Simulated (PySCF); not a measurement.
**Assigning NMR signals**

Atom-mapped SMILES (the numbers label the heavy atoms): `[CH3:1][C:2](=[O:3])[NH:4]/[CH:5]=[CH:6]/[O:7][SiH3:8]`; H(Xn) means a hydrogen on atom n.

PySCF calculation with NMR shieldings at PBE0/pcSseg-1/GIAO and geometry: GFN2-xTB; one averaged value for each set of equivalent atoms, in vacuum, non-relativistic Hamiltonian, one conformer.

Shifts are taken against calculated references (same method and geometry level): 13C (σref 186.93) and 1H (σref 31.72) vs TMS.

Question: Assign these signals to the numbered atoms. 13C{1H} NMR (computed): δ 165.4 (C), 136.0 (CH), 114.3 (CH), 24.2 (CH3).

Answer: 
165.4 → C2, amide carbonyl carbon: lone-pair donation from the attached heteroatom keeps it upfield of a ketone carbonyl
136.0 → C6, alkene carbon bearing oxygen: an sp2 carbon further deshielded by the attached heteroatom
114.3 → C5, alkene carbon bearing nitrogen: the olefinic region
24.2 → C1, methyl carbon α to a carbonyl: α to the electron-withdrawing carbonyl group

Question: Assign these signals to the numbered atoms. 1H NMR (400 MHz, computed): δ 6.81 (m, 1H), 6.60 (d, 1H), 5.64 (br, 1H), 4.96 (s, 3H), 1.92 (s, 3H).

Answer: 
6.81 → H(C5), hydrogen on an alkene carbon bearing nitrogen: olefinic region
6.60 → H(C6), hydrogen on an alkene carbon bearing oxygen: a vinylic proton, deshielded by the sp2 carbon and the C=C anisotropy
5.64 → H(N4), hydrogen on an amide-type nitrogen: labile proton, position sensitive to the medium
4.96 → H(Si8), hydrogen on a silicon bonded to O
1.92 → H(C1), hydrogen on a methyl carbon α to a carbonyl: α to C=O

The OH or NH signal is concentration- and solvent-dependent in practice; the value given is the gas-phase one. Amide-type NH protons are broadened by 14N but still split neighbouring CH signals. Shifts are as computed. Against solution values, carbons near 30 ppm lie about +3 ppm off and those near 130 ppm about +5 ppm. Of 1309 compounds with measured shifts, 239 miss one by over three times the rms of a fit or turn the order of signals round; such compounds aren't used in these exercises. The C=O carbon of an acid or of an amide with N–H lies up to 10 ppm further downfield in solution, through hydrogen bonding that the calculation lacks. No couplings were computed; multiplicities are counted from neighbouring protons, with m where these are inequivalent, close in shift, in a saturated or five-membered ring or joined by F or P, and br s for small geminal =CH2 splittings.
